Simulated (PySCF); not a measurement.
# A barrier at the coupled-cluster level

Start structure (SiNH$_{3}$F$_{2}$, singlet), relaxed at PBE0-D4/def2-TZVP:

```
7
angstrom
Si -0.5826 -0.2429 -0.1135
N 0.9668 0.3885 0.0676
H -0.7254 -1.5078 -0.8513
F -1.1683 -0.4906 1.3394
F -1.4794 0.8154 -0.8833
H 1.5476 0.1873 0.8623
H 1.4426 0.9058 -0.6503
```

The step: SiNH₃F₂ ([NH2][SiH]([F])[F]) → SiF₂ + NH₃ (still joined by a long Si–N bond); bonds formed: N2–H3; bonds broken: Si1–H3; bonds weakened to dative contacts: Si1–N2. Computed with PySCF 2.14 with density fitting (its default auxiliary sets; JK sets also for MP2 and CCSD(T)) (basis: def2-TZVPP and def2-QZVPP); correlated methods freeze the cores. Extrapolation: Hartree–Fock as exp(−7.88 √X), correlation as X^−2.97. Energies below are by CCSD(T) at an estimated basis limit (MP2 extrapolated from triple and quadruple zeta, plus CCSD(T) − MP2 in triple zeta).

Task: What are the electronic barrier and the energy of the step, from the start structure to the end structure? (An estimate is asked for; the value comes from the calculation.)

Result: Computed: Barrier 325.4 kJ/mol; step energy 143.9 kJ/mol (uphill); reverse barrier, their difference, 181.5 kJ/mol. Barrier and step energy count from the start structure, the reverse barrier from the end structure.

The saddle point: One imaginary mode of 1533i cm⁻¹.
| pair | start (Å) | saddle (Å) | end (Å) |
| --- | --- | --- | --- |
| N2–H3 | 2.70 | 1.40 | 1.01 |
| Si1–N2 | 1.68 | 1.84 | 2.09 |
| Si1–H3 | 1.47 | 1.62 | 2.64 |

Zero-point energy (harmonic, PBE0-D4): ZPE is 105.7 kJ/mol at the start and 97.7 kJ/mol at the saddle, so the barrier goes from 325.4 to 317.4 kJ/mol.

No T1 diagnostic of these runs exceeds 0.015. The restricted Hartree–Fock reference is unstable towards an unrestricted one at one or more of these structures. The start structure is not quite a true minimum (one mode of 67i cm⁻¹).

Losses and insertions of silylenes and their heavier kin drive the gas-phase chemistry of silicon and germanium vapour deposition.

Labels in which every atom is bracketed show which atoms are joined, not bond orders.

For scale, one of the runs: CCSD(T)/def2-TZVPP, 177 basis functions, launched by `OMP_NUM_THREADS=4 python run.py`. Hardware: 4 CPU threads of an Intel Xeon 6975P-C, shared host. Wall time 2.3 min; peak host memory 2 GiB.
